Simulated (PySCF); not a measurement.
These are TPSSh-D3(BJ)/def2-TZVP // PBE-D3(BJ)/def2-SVP (PySCF 2.14.0) values and carry that method's errors. Isolated molecules, 0 K electronic values unless said otherwise. 

Reference species: [Pd(NH3)4]2+ (charge +2, multiplicity 1).

charge on the central atom (Mulliken): 0.50 e
coordination number: 4

Changed species: [Os(NH3)4]2+ (M = Os, multiplicity 1; the reference has M = Pd, multiplicity 1).

Give the shifts of the charge on the central atom (Mulliken) and coordination number.

the charge on the central atom (Mulliken) rises by 0.11 e, to 0.61 e; the coordination number is nearly the same.
